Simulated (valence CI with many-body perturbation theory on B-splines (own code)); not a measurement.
**Level structure of Sr XXXII**

Method: configuration interaction combined with many-body perturbation theory (CI+MBPT): five valence electrons over a frozen Dirac-Fock core [He], radial functions for each j: 9 s, 9 p, 8 d, 6 f, 3 g, 1 h, with the one-electron correlation potential Σ1, the two-electron term Σ2, the three-electron term Σ3, Breit, model QED; selected CI, second order for the rest (own B-spline code, finite nucleus).

No measured spectrum was set against this ion. As an estimate, large intervals hold to a few tenths of a per cent, small ones and those within an open d or f shell to about a per cent. Among the levels kept, up to 1500 cm⁻¹ of a level comes from second order outside the variational space, and about a tenth of that is noise between levels of different J, which matters for small intervals.

Levels 1 to 45 of 85, with energies above the lowest level, (2s^2 2p1/2^2 2p3/2) J=3/2. "Leading %" is the weight of the configuration and term that name the level; weights of strongly mixed levels are sums over their largest components and can fall short. In the jj column 3d3/2^4 stands for four electrons in 3d with j = 3/2. Lifetimes count E1, E2, E3, M1 and M2 decay at the calculated energies, and are blank where another channel may lead or the interval is too uncertain; long ones can be off by a factor of two.

| No. | Configuration | Term | J | E (Ry) | Leading % | Leading jj | Lifetime | Second component |
| --- | --- | --- | --- | --- | --- | --- | --- | --- |
| 1 | 2s²2p³ | ⁴S° | 3/2 | 0.00 | 42 | 2s^2 2p1/2^2 2p3/2 (95 %) |  | 37 % 2s²2p³ ²P° |
| 2 | 2s²2p³ | ²D° | 3/2 | 4.51 | 51 | 2s^2 2p1/2 2p3/2^2 (95 %) | 384 ns | 45 % 2s²2p³ ⁴S° |
| 3 | 2s²2p³ | ²D° | 5/2 | 5.53 | 100 | 2s^2 2p1/2 2p3/2^2 (100 %) | 2.08 μs |  |
| 4 | 2s²2p³ | ²P° | 1/2 | 6.85 | 99 | 2s^2 2p1/2 2p3/2^2 (99 %) | 346 ns |  |
| 5 | 2s²2p³ | ²P° | 3/2 | 11.32 | 58 | 2s^2 2p3/2^3 (97 %) | 134 ns | 29 % 2s²2p³ ²D° |
| 6 | 2s2p⁴ | ⁴P | 5/2 | 14.41 | 86 | 2s 2p1/2^2 2p3/2^2 (94 %) | 28.0 ps | 14 % 2s2p⁴ ²D |
| 7 | 2s2p⁴ | ⁴P | 3/2 | 17.14 | 60 | 2s 2p1/2^2 2p3/2^2 (71 %) | 7.60 ps | 23 % 2s2p⁴ ²D |
| 8 | 2s2p⁴ | ⁴P | 1/2 | 17.18 | 61 | 2s 2p1/2^2 2p3/2^2 (83 %) | 9.58 ps | 38 % 2s2p⁴ ²S |
| 9 | 2s2p⁴ | ²D | 3/2 | 20.49 | 47 | 2s 2p1/2 2p3/2^3 (78 %) | 7.11 ps | 39 % 2s2p⁴ ⁴P |
| 10 | 2s2p⁴ | ²D | 5/2 | 21.79 | 86 | 2s 2p1/2 2p3/2^3 (94 %) | 9.41 ps | 14 % 2s2p⁴ ⁴P |
| 11 | 2s2p⁴ | ²P | 1/2 | 23.30 | 48 | 2s 2p1/2 2p3/2^3 (74 %) | 3.67 ps | 26 % 2s2p⁴ ⁴P |
| 12 | 2s2p⁴ | ²P | 3/2 | 24.13 | 69 | 2s 2p1/2 2p3/2^3 (93 %) | 3.06 ps | 30 % 2s2p⁴ ²D |
| 13 | 2s2p⁴ | ²P | 1/2 | 29.04 | 50 | 2s 2p3/2^4 (85 %) | 3.33 ps | 37 % 2s2p⁴ ²S |
| 14 | 2p⁵ | ²P° | 3/2 | 35.17 | 99 | 2p1/2^2 2p3/2^3 (99 %) | 3.29 ps |  |
| 15 | 2p⁵ | ²P° | 1/2 | 40.50 | 99 | 2p1/2 2p3/2^4 (99 %) | 2.66 ps |  |
| 16 | 2s²2p²3s | ⁴P | 1/2 | 156.15 | 56 | 2s^2 2p1/2^2 3s (97 %) | 101 fs | 22 % 2s²2p²3s ²S |
| 17 | 2s²2p²3p | ⁴D° | 1/2 | 159.17 | 44 | 2s^2 2p1/2^2 3p1/2 (97 %) | 9.35 ps | 36 % 2s²2p²3p ²P° |
| 18 | 2s²2p²3s | ⁴P | 3/2 | 160.70 | 89 | 2s^2 2p1/2 2p3/2 3s (98 %) | 130 fs | 9 % 2s²2p²3s ²P |
| 19 | 2s²2p²3s | ²P | 1/2 | 161.06 | 69 | 2s^2 2p1/2 2p3/2 3s (98 %) | 61.9 fs | 29 % 2s²2p²3s ⁴P |
| 20 | 2s²2p²3p | ⁴D° | 3/2 | 161.07 | 30 | 2s^2 2p1/2^2 3p3/2 (94 %) | 6.36 ps | 24 % 2s²2p²3p ⁴P° |
| 21 | 2s²2p²3s | ²D | 5/2 | 161.53 | 51 | 2s^2 2p1/2 2p3/2 3s (96 %) | 98.6 fs | 48 % 2s²2p²3s ⁴P |
| 22 | 2s²2p²3s | ²D | 3/2 | 161.81 | 55 | 2s^2 2p1/2 2p3/2 3s (98 %) | 64.9 fs | 42 % 2s²2p²3s ²P |
| 23 | 2s²2p²3p | ⁴P° | 1/2 | 163.70 | 39 | 2s^2 2p1/2 2p3/2 3p1/2 (97 %) | 10.3 ps | 30 % 2s²2p²3p ⁴D° |
| 24 | 2s²2p²3p | ⁴D° | 3/2 | 164.02 | 52 | 2s^2 2p1/2 2p3/2 3p1/2 (97 %) | 11.7 ps | 25 % 2s²2p²3p ²D° |
| 25 | 2s²2p²3d | ⁴F | 3/2 | 164.30 | 41 | 2s^2 2p1/2^2 3d3/2 (97 %) | 71.4 fs | 22 % 2s²2p²3d ²D |
| 26 | 2s²2p²3p | ²F° | 5/2 | 164.62 | 34 | 2s^2 2p1/2 2p3/2 3p1/2 (95 %) | 10.2 ps | 32 % 2s²2p²3p ²D° |
| 27 | 2s²2p²3d | ⁴D | 5/2 | 165.11 | 24 | 2s^2 2p1/2^2 3d5/2 (94 %) | 18.0 fs | 22 % 2s²2p²3d ⁴F |
| 28 | 2s²2p²3p | ⁴D° | 5/2 | 165.32 | 50 | 2s^2 2p1/2 2p3/2 3p3/2 (97 %) | 6.64 ps | 34 % 2s²2p²3p ⁴P° |
| 29 | 2s²2p²3p | ⁴P° | 1/2 | 165.52 | 43 | 2s^2 2p1/2 2p3/2 3p3/2 (96 %) | 7.15 ps | 28 % 2s²2p²3p ²P° |
| 30 | 2s²2p²3p | ⁴S° | 3/2 | 165.60 | 38 | 2s^2 2p1/2 2p3/2 3p1/2 (62 %) | 1.43 ps | 34 % 2s²2p²3p ²D° |
| 31 | 2s²2p²3p | ⁴P° | 3/2 | 165.89 | 38 | 2s^2 2p1/2 2p3/2 3p3/2 (67 %) | 4.03 ps | 35 % 2s²2p²3p ²D° |
| 32 | 2s²2p²3p | ²F° | 7/2 | 166.17 | 50 | 2s^2 2p1/2 2p3/2 3p3/2 (96 %) | 12.8 ps | 49 % 2s²2p²3p ⁴D° |
| 33 | 2s²2p²3p | ²P° | 3/2 | 166.52 | 49 | 2s^2 2p1/2 2p3/2 3p3/2 (90 %) | 1.42 ps | 20 % 2s²2p²3p ²D° |
| 34 | 2s²2p²3s | ⁴P | 5/2 | 166.76 | 50 | 2s^2 2p3/2^2 3s (95 %) | 85.1 fs | 47 % 2s²2p²3s ²D |
| 35 | 2s²2p²3p | ²D° | 5/2 | 166.98 | 44 | 2s^2 2p1/2 2p3/2 3p3/2 (90 %) | 2.96 ps | 28 % 2s²2p²3p ²F° |
| 36 | 2s²2p²3s | ²P | 3/2 | 167.07 | 48 | 2s^2 2p3/2^2 3s (97 %) | 61.6 fs | 42 % 2s²2p²3s ²D |
| 37 | 2s²2p²3p | ²P° | 1/2 | 167.61 | 80 | 2s^2 2p1/2 2p3/2 3p3/2 (93 %) | 1.62 ps | 9 % 2s²2p²3p ²S° |
| 38 | 2s2p³3s | ⁶S° | 5/2 | 168.66 | 68 | 2s 2p1/2^2 2p3/2 3s (73 %) | 467 fs | 23 % 2s2p³3s ⁴P° |
| 39 | 2s²2p²3s | ²S | 1/2 | 168.75 | 73 | 2s^2 2p3/2^2 3s (94 %) | 67.4 fs | 14 % 2s²2p²3s ⁴P |
| 40 | 2s²2p²3d | ⁴F | 3/2 | 168.90 | 41 | 2s^2 2p1/2 2p3/2 3d3/2 (95 %) | 40.8 fs | 34 % 2s²2p²3d ²P |
| 41 | 2s²2p²3d | ⁴F | 5/2 | 169.02 | 55 | 2s^2 2p1/2 2p3/2 3d3/2 (94 %) | 82.6 fs | 36 % 2s²2p²3d ²F |
| 42 | 2s²2p²3d | ⁴D | 1/2 | 169.06 | 80 | 2s^2 2p1/2 2p3/2 3d3/2 (98 %) | 88.7 fs | 13 % 2s²2p²3d ²P |
| 43 | 2s²2p²3d | ⁴F | 7/2 | 169.23 | 59 | 2s^2 2p1/2 2p3/2 3d5/2 (93 %) | 357 fs | 32 % 2s²2p²3d ⁴D |
| 44 | 2s²2p²3d | ²F | 7/2 | 169.65 | 41 | 2s^2 2p1/2 2p3/2 3d3/2 (78 %) | 5.43 ps | 25 % 2s²2p²3d ²G |
| 45 | 2s²2p²3d | ²F | 5/2 | 169.75 | 42 | 2s^2 2p1/2 2p3/2 3d5/2 (78 %) | 13.8 fs | 40 % 2s²2p²3d ⁴P |

The ionisation energy to 2s²2p² ³P0 of the next ion comes out as 3824 eV (NIST: 3830 ± 30 eV (semi-empirical)). All 85 levels together are meant to be complete up to 176.59 Ry.
